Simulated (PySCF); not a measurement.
## Broadened absorption spectrum of C2H9AsSi

Compound: C₂H₉AsSi.
Geometry (PBE0-D3(BJ)/def2-SVP, Å), atoms numbered from 1 in this order:
```xyz
13
C2H9AsSi angstrom
C     -1.7439    0.1335   -0.4527
C     -1.0324   -0.8924    0.4128
As     0.1598   -0.0342    1.7593
Si     1.8278    0.6712    0.2332
H     -1.0368    0.7025   -1.0779
H     -2.4619   -0.3522   -1.1324
H     -2.3037    0.8622    0.1551
H     -1.7584   -1.4839    0.9925
H     -0.4522   -1.5980   -0.2001
H      0.9511   -1.2959    2.0981
H      1.4347    1.9739   -0.3864
H      2.0397   -0.3265   -0.8636
H      3.1114    0.8706    0.9718
```

Theory: TDDFT CAM-B3LYP/def2-SVPD, vertical, gas phase, core orbitals frozen in the response (PySCF). The CAM-B3LYP/def2-SVPD calculation is non-relativistic and has no spin–orbit coupling, an omission that weighs most on arsenic.

Computed states:

```json
{"state": "S1", "E (eV)": "5.88", "f": "0.046"}
{"state": "S2", "E (eV)": "6.38", "f": "0.151"}
{"state": "S3", "E (eV)": "6.45", "f": "0.089"}
{"state": "S4", "E (eV)": "7.19", "f": "0.0059"}
{"state": "S5", "E (eV)": "7.22", "f": "0.0024"}
{"state": "S6", "E (eV)": "7.38", "f": "0.048"}
{"state": "S7", "E (eV)": "7.60", "f": "0.150"}
{"state": "S8", "E (eV)": "7.67", "f": "0.043"}
{"state": "S9", "E (eV)": "7.92", "f": "0.108"}
{"state": "S10", "E (eV)": "8.06", "f": "0.033"}
```

Each state is given a Gaussian of 0.3 eV full width at half maximum, with ε(max) = 2.175×10⁸ f / Δν̃ (Δν̃ the width in cm⁻¹). The width is an assumption, not a result. The curve ends short of the highest state used, and states not computed would add to its high-energy end.

Problem. Give the broadened spectrum and its maxima.

Solution. 
```json
{"λ (nm)": "166.1", "ε (L mol⁻¹ cm⁻¹)": "12327"}
{"λ (nm)": "167.6", "ε (L mol⁻¹ cm⁻¹)": "8716"}
{"λ (nm)": "169.0", "ε (L mol⁻¹ cm⁻¹)": "6138"}
{"λ (nm)": "170.5", "ε (L mol⁻¹ cm⁻¹)": "4063"}
{"λ (nm)": "171.9", "ε (L mol⁻¹ cm⁻¹)": "2611"}
{"λ (nm)": "173.3", "ε (L mol⁻¹ cm⁻¹)": "1570"}
{"λ (nm)": "174.8", "ε (L mol⁻¹ cm⁻¹)": "843"}
{"λ (nm)": "176.2", "ε (L mol⁻¹ cm⁻¹)": "433"}
{"λ (nm)": "177.7", "ε (L mol⁻¹ cm⁻¹)": "191"}
{"λ (nm)": "179.1", "ε (L mol⁻¹ cm⁻¹)": "88"}
{"λ (nm)": "180.6", "ε (L mol⁻¹ cm⁻¹)": "79"}
{"λ (nm)": "182.0", "ε (L mol⁻¹ cm⁻¹)": "206"}
{"λ (nm)": "183.5", "ε (L mol⁻¹ cm⁻¹)": "656"}
{"λ (nm)": "184.9", "ε (L mol⁻¹ cm⁻¹)": "1676"}
{"λ (nm)": "186.3", "ε (L mol⁻¹ cm⁻¹)": "3656"}
{"λ (nm)": "187.8", "ε (L mol⁻¹ cm⁻¹)": "7119"}
{"λ (nm)": "189.2", "ε (L mol⁻¹ cm⁻¹)": "11404"}
{"λ (nm)": "190.7", "ε (L mol⁻¹ cm⁻¹)": "16195"}
{"λ (nm)": "192.1", "ε (L mol⁻¹ cm⁻¹)": "19580"}
{"λ (nm)": "193.6", "ε (L mol⁻¹ cm⁻¹)": "20836"}
{"λ (nm)": "195.0", "ε (L mol⁻¹ cm⁻¹)": "19457"}
{"λ (nm)": "196.5", "ε (L mol⁻¹ cm⁻¹)": "15880"}
{"λ (nm)": "197.9", "ε (L mol⁻¹ cm⁻¹)": "11712"}
{"λ (nm)": "199.3", "ε (L mol⁻¹ cm⁻¹)": "7815"}
{"λ (nm)": "200.8", "ε (L mol⁻¹ cm⁻¹)": "4681"}
{"λ (nm)": "202.2", "ε (L mol⁻¹ cm⁻¹)": "2942"}
{"λ (nm)": "203.7", "ε (L mol⁻¹ cm⁻¹)": "2207"}
{"λ (nm)": "205.1", "ε (L mol⁻¹ cm⁻¹)": "2290"}
{"λ (nm)": "206.6", "ε (L mol⁻¹ cm⁻¹)": "2845"}
{"λ (nm)": "208.0", "ε (L mol⁻¹ cm⁻¹)": "3480"}
{"λ (nm)": "209.5", "ε (L mol⁻¹ cm⁻¹)": "3993"}
{"λ (nm)": "210.9", "ε (L mol⁻¹ cm⁻¹)": "4141"}
{"λ (nm)": "212.4", "ε (L mol⁻¹ cm⁻¹)": "3890"}
{"λ (nm)": "213.8", "ε (L mol⁻¹ cm⁻¹)": "3347"}
{"λ (nm)": "215.2", "ε (L mol⁻¹ cm⁻¹)": "2641"}
{"λ (nm)": "216.7", "ε (L mol⁻¹ cm⁻¹)": "1870"}
{"λ (nm)": "218.1", "ε (L mol⁻¹ cm⁻¹)": "1247"}
{"λ (nm)": "219.6", "ε (L mol⁻¹ cm⁻¹)": "743"}
{"λ (nm)": "221.0", "ε (L mol⁻¹ cm⁻¹)": "424"}
{"λ (nm)": "222.5", "ε (L mol⁻¹ cm⁻¹)": "216"}
{"λ (nm)": "223.9", "ε (L mol⁻¹ cm⁻¹)": "107"}
{"λ (nm)": "225.4", "ε (L mol⁻¹ cm⁻¹)": "47"}
{"λ (nm)": "226.8", "ε (L mol⁻¹ cm⁻¹)": "20"}
{"λ (nm)": "228.2", "ε (L mol⁻¹ cm⁻¹)": "8"}
```

Maxima: 211 nm (5.88 eV), ε about 4100, made up of S1 (100%); 193 nm (6.41 eV), ε about 21000, made up of S2 (64%) and S3 (36%) (ε in L mol⁻¹ cm⁻¹; maxima over ε = 5, shares over 10%). At its high-energy end, 7.46 eV, the curve is still rising (ε about 12000, from S6 and S7).

Problem. What would ε be at 6.41 eV, the highest of these maxima, with half the width (0.15 eV)?

Solution. About 37200 L mol⁻¹ cm⁻¹ against 20800, a factor of about 1.8; a lone state at its own centre would give exactly 2.

Problem. On this curve, what absorbance would a 10⁻³ mol/L sample give at 193 nm over a 1 cm path?

Solution. 193 nm is 6.424 eV, where ε is about 21000 L mol⁻¹ cm⁻¹, so A = ε c l ≈ 21 (Beer–Lambert, with the gas-phase spectrum and the assumed width).

Problem. Coming from long wavelengths, where does ε first pass 100 L mol⁻¹ cm⁻¹?

Solution. At about 224 nm (5.54 eV), 0.35 eV below S1.

All these states lie below the vertical ionisation energy of 9.04 eV (ΔSCF).

One conformer stands for the species.

Without π bonds the low states are Rydberg-like; a valence basis with one diffuse set may place them up to an eV too high.
